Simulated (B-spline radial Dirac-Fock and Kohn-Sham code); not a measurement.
Auger decay of the L3 hole in Cr⁺

System: chromium as Cr⁺, [Ar] 3d4 4s1 (not the ground configuration).

Model: independent-particle radiative and Coulomb Auger rates from relativistic LDA hole-state orbitals, with Dirac-Fock energies. Program: a radial finite-basis atomic code. Kinetic energies are configuration averages from the vacuum level; the two-hole energies are estimated from single-hole states.

```
transition  kinetic energy (eV)  width (meV)  share (%)
   L3-M1M1                    –         2.29        0.7
   L3-M1M2                    –         1.54        0.5
   L3-M1M3                    –         45.0       13.7
   L3-M2M3                448.1         68.2       20.7
   L3-M3M3                448.7          100       30.5
   L3-M1M4                    –         1.25        0.4
   L3-M1M5                    –         2.08        0.6
   L3-M2M5                495.5         10.2        3.1
   L3-M2M4                496.3         1.04        0.3
   L3-M3M4                496.5         26.1        7.9
   L3-M3M5                497.0         38.4       11.7
   L3-M3N1                508.2         2.63        0.8
   L3-M4M5                543.4         16.7        5.1
   L3-M5M5                543.5         11.3        3.4
```

A dash stands for an energy that rests on an unreliable hole state.

The listed channels hold 99 % of the non-radiative rate. Summed by principal shells, of 0.329 eV in all: LMM 99.1 %, LMN 0.9 %.

Values without a named source are computed, but for edge energies of neutral atoms, which are taken from tables.
